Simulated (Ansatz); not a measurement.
Basis-set extrapolation for Al$_{2}$H$_{8}$OSi$_{2}$, SMILES `[AlH2][SiH2][O][AlH][SiH3]` (PBE0-D4/def2-TZVP geometry, frozen core, Ansatz). Multiplicity 1, RHF reference.

|  | def2-TZVPP | def2-QZVPP |
| --- | --- | --- |
| HF | -1141.362614 | -1141.398925 |
| MP2 correlation | -0.663000 | -0.713065 |
| CCSD(T) correlation | -0.758553 | not run |

Energies in hartree. Use E(X) = E(∞) + A·exp(−7.88·√X) for Hartree–Fock and E(X) = E(∞) + B·X^(−2.97) for correlation, with X = 3 and 4, and add CCSD(T) minus MP2 of the smaller set to the MP2 limit.

Question: What is the CCSD(T) energy at the basis-set limit?

Answer: HF limit: -1141.398925 + (-0.036311) × 0.13774 = -1141.40393. MP2 limit: -0.713065 + (-0.050065) × 0.74074 = -0.75015. Higher-order term: -0.758553 − (-0.663000) = -0.09555. Total: -1142.24963 hartree, 337.3 kJ/mol below CCSD(T)/def2-TZVPP.
